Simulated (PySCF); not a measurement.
## Gallium: highly charged ions in a basis for the neutral atom

Ga⁷⁺ [Ar] 3d6, Ga⁸⁺ [Ar] 3d5. Computed with PySCF 2.14 in 6-31G* (5s4p3d, 32 functions), with no relativity, point nucleus. No spin-orbit coupling, so a gap to NIST mixes the basis error with missing relativistic terms.

Changed run: basis of the neutral atom used for a highly charged ion. This setting is unsound on purpose.

```
species  method  sound run (hartree)  changed run (hartree)  converged
   Ga⁷⁺     UHF              not run            -1906.13290        yes
   Ga⁷⁺    TPSS              not run            -1907.26887        yes
   Ga⁷⁺    PBE0              not run            -1907.01558        yes
   Ga⁸⁺     UHF              not run            -1899.73096        yes
   Ga⁸⁺    TPSS              not run            -1900.76113        yes
   Ga⁸⁺    PBE0              not run            -1900.51738        yes
```

Ionisation energy of Ga⁷⁺:

| method | changed run (eV) | NIST (eV) |
| --- | --- | --- |
| UHF | 174.21 | 169.9 ± 1.7 |
| TPSS | 177.08 | 169.9 ± 1.7 |
| PBE0 | 176.82 | 169.9 ± 1.7 |

The contracted functions were made for the neutral atom and can be too rigid for a highly charged ion.
